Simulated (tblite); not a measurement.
Species: C6H10OSSi.
Geometry (GFN2-xTB, Å), atoms numbered from 1 in this order:
```xyz
19
C6H10OSSi angstrom
C     -1.1032   -0.7448   -1.0991
C     -0.7813    0.1803    0.0738
C     -1.8513    0.0876    1.1550
C     -0.5842    1.5752   -0.3825
O     -0.1194    1.9086   -1.4450
Si     0.9433   -0.3064    0.8235
C      2.1959   -0.0079   -0.5423
C      3.3744   -0.5354   -0.5291
S      4.7626   -1.2305   -0.4223
H     -2.0948   -0.5170   -1.4897
H     -0.3852   -0.6073   -1.9035
H     -1.0888   -1.7873   -0.7893
H     -2.8288    0.3405    0.7450
H     -1.9047   -0.9225    1.5543
H     -1.6394    0.7687    1.9765
H     -0.8482    2.3395    0.3771
H      0.8490   -1.7167    1.2099
H      1.2064    0.5190    2.0095
H      1.8878    0.6655   -1.3292
```

All values are computed: GFN2-xTB (tblite) harmonic vibrations without scaling, gas phase. Against measured fundamentals such values can be off by several per cent, at times by over 20. Modes of hydrogen on silicon can be 10 to 20 % off. One conformer, not necessarily the lowest.

Harmonic wavenumbers (cm⁻¹): 27.5, 57.9, 89.4, 109.4, 141.5, 179.3, 209.1, 215.9, 235.1, 269.5, 321.0, 340.5, 356.8, 414.9, 474.0, 535.5, 558.4, 562.1, 642.3, 696.8, 717.6, 785.4, 853.3, 929.1, 935.6, 975.3, 994.6, 1026.9, 1096.2, 1143.3, 1196.9, 1247.4, 1392.3, 1408.9, 1425.2, 1487.3, 1498.6, 1503.8, 1510.3, 1734.7, 1885.8, 2223.2, 2257.3, 2735.4, 3005.9, 3009.2, 3023.9, 3026.2, 3030.3, 3036.2, 3045.8.

A = 2378, B = 530.9, C = 488.5 MHz; mass 158.022 u (most abundant isotopes); point group C1, symmetry number 1.

Problem. Zero-point energy?

Solution. Half the sum of the wavenumbers: 30289 cm⁻¹ = 86.60 kcal/mol.

Problem. Entropy at 500 K, 1 bar (ideal gas, RRHO, classical rotation)?

Solution. Translation 43.68, rotation 32.17, vibration 62.58: S = 138.4 cal/(mol K).

Problem. And Cp and H(500 K) − H(0)?

Solution. Cp = 61.75 cal/(mol K), of which vibrations give 53.80 (their classical limit is 51 R = 101.3); H(500 K) − H(0) = 19.24 kcal/mol without the zero-point energy, 15.26 from vibrations.

Problem. Blend soft modes into free rotors: weight 1/[1 + (100 cm⁻¹/ν̃)⁴] for the oscillator and the rest for a rotor with moment μB/(μ + B), μ = h/(8π²ν), B = 10⁻⁴⁴ kg m². What vibrational entropy results?

Solution. 57.35 cal/(mol K) in place of 62.58, which changes −T·S at 500 K by +2.62 kcal/mol.

Problem. Which modes carry the vibrational entropy at 500 K?

Solution. 27.5 cm⁻¹: 7.03; 57.9 cm⁻¹: 5.55; 89.4 cm⁻¹: 4.69; 109.4 cm⁻¹: 4.29; 141.5 cm⁻¹: 3.79; 179.3 cm⁻¹: 3.32 cal/(mol K); the other 45 give 33.91 together.

Problem. How do the functions run with temperature in this model?

Solution. 
```json
{"T (K)": "100", "S (cal/(mol K))": "75.3", "Cp (cal/(mol K))": "22.7", "H − H(0) (kcal/mol)": "1.50", "G − H(0) (kcal/mol)": "-6.04", "ln q(vib)": "2.64"}
{"T (K)": "200", "S (cal/(mol K))": "95.0", "Cp (cal/(mol K))": "35.0", "H − H(0) (kcal/mol)": "4.41", "G − H(0) (kcal/mol)": "-14.59", "ln q(vib)": "6.22"}
{"T (K)": "300", "S (cal/(mol K))": "111.2", "Cp (cal/(mol K))": "45.3", "H − H(0) (kcal/mol)": "8.44", "G − H(0) (kcal/mol)": "-24.93", "ln q(vib)": "9.68"}
{"T (K)": "800", "S (cal/(mol K))": "171.2", "Cp (cal/(mol K))": "77.8", "H − H(0) (kcal/mol)": "40.37", "G − H(0) (kcal/mol)": "-96.63", "ln q(vib)": "24.73"}
{"T (K)": "1000", "S (cal/(mol K))": "189.4", "Cp (cal/(mol K))": "84.8", "H − H(0) (kcal/mol)": "56.67", "G − H(0) (kcal/mol)": "-132.73", "ln q(vib)": "29.85"}
```

q(vib) and H(0) count from the zero-point level.

Problem. What must be added to the electronic energy to get the Gibbs energy at 500 K and 1 bar?

Solution. ZPE + [H(500 K) − H(0)] − T·S = 86.60 + 19.24 − 69.22 = 36.62 kcal/mol.

Hindered rotation and anharmonicity are outside this model. Other conformers, if any are populated, would add a mixing term that is left out. The structure is chiral; the term R ln 2 for an equal mix with its mirror image is left out.

Hardware: one thread of an Arm Neoverse V1, no GPU, shared host with 32 logical CPUs at a one-minute load of 27. Cost: 0.95 s wall. This covers the Hessian and the dipole derivatives.
